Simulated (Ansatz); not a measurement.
Consider the ligand exchange at a B–C bond: `BC(C)C` + `[CH3][Al]([CH3])[NH2]` → `B[NH][Al]([CH3])[CH3]` + propane.

Computed with Ansatz on PBE0-D4/def2-TZVP structures; ΔE is electronic, products minus reactants. CCSD(T)/CBS adds triple-zeta CCSD(T) − MP2 to the extrapolated MP2 energy (def2 sets, frozen cores). DFT in def2-TZVPP. B3LYP here is the variant with VWN-RPA as its local correlation; programs differ in this. One conformer a species, not always the lowest.

`BC(C)C`:

Z-matrix (Å, degrees):
```
C
C 1 1.524
C 1 1.524 2 112.3
B 1 1.546 2 116.9 3 139.3
H 1 1.119 2 107.1 3 -117.3
H 2 1.094 1 111.6 3 55.6
H 2 1.094 1 110.4 3 -63.6
H 2 1.092 1 111.7 3 176.8
H 3 1.092 1 111.7 2 -176.9
H 3 1.094 1 110.4 2 63.6
H 3 1.094 1 111.6 2 -55.6
H 4 1.199 1 120.5 2 -161.9
H 4 1.199 1 120.5 2 24.5
```

`[CH3][Al]([CH3])[NH2]`:

```xyz
12

C     1.861    0.151    0.210
Al   -0.046   -0.129   -0.111
C    -1.447    0.981    0.678
N    -0.535   -1.470   -1.166
H     2.486   -0.611   -0.263
H     2.184    1.125   -0.171
H     2.089    0.149    1.281
H    -1.706    0.626    1.681
H    -2.368    0.972    0.088
H    -1.130    2.022    0.787
H    -1.486   -1.700   -1.405
H     0.097   -2.116   -1.610
```

`B[NH][Al]([CH3])[CH3]`:

Z-matrix (Å, degrees):
```
C
Al 1 1.951
H 1 1.096 2 110.8
H 1 1.095 2 111.1 3 117.7
H 1 1.093 2 113.3 3 -120.9
N 2 1.815 1 117.3 3 116.6
C 2 1.946 1 124.3 3 -63.2
B 6 1.400 2 125.7 1 179.9
H 6 1.012 2 119.0 1 0.0
H 7 1.093 2 112.1 1 2.0
H 7 1.094 2 111.3 1 123.0
H 7 1.094 2 111.1 1 -118.8
H 8 1.201 6 121.0 2 180.0
H 8 1.202 6 118.9 2 -0.0
```

`CCC`:

```xyz
11

C     0.521   -1.094   -0.429
C     0.327    0.409   -0.321
C    -0.763    0.790    0.666
H    -0.398   -1.586   -0.757
H     0.796   -1.525    0.539
H     1.309   -1.349   -1.142
H     1.270    0.879   -0.023
H     0.085    0.818   -1.308
H    -0.889    1.874    0.730
H    -0.531    0.422    1.670
H    -1.726    0.360    0.374
```

| level | ΔE (kcal/mol) | difference from CCSD(T)/CBS |
| --- | --- | --- |
| PBE-D4 | -33.3 | -0.1 |
| r2SCAN-D4 | -33.6 | -0.4 |
| PBE0-D4 | -33.4 | -0.2 |
| B3LYP-D4 | -34.2 | -1.0 |
| ωB97X-V | -33.1 | 0.1 |
| ωB97M-V | -33.4 | -0.2 |
| B2PLYP | -34.4 | -1.2 |
| PBE | -33.4 | -0.2 |
| r2SCAN | -33.6 | -0.4 |
| PBE0 | -33.5 | -0.3 |
| B3LYP | -34.4 | -1.2 |
| HF/def2-TZVPP | -34.6 | -1.4 |
| MP2/def2-TZVPP | -34.0 | -0.8 |
| SCS-MP2/def2-TZVPP | -34.1 | -0.9 |
| CCSD/def2-TZVPP | -33.8 | -0.6 |
| CCSD(T)/def2-TZVPP | -33.9 | -0.7 |
| HF/def2-QZVPP | -34.4 | -1.2 |
| MP2/def2-QZVPP | -33.5 | -0.3 |
| SCS-MP2/def2-QZVPP | -33.6 | -0.4 |
| HF/CBS(def2) | -34.4 | -1.2 |
| MP2/CBS(def2) | -33.2 | 0.0 |
| CCSD/CBS(def2) | -33.0 | 0.2 |
| CCSD(T)/CBS | -33.2 | 0 |

Largest T1 diagnostic among the species: 0.011.
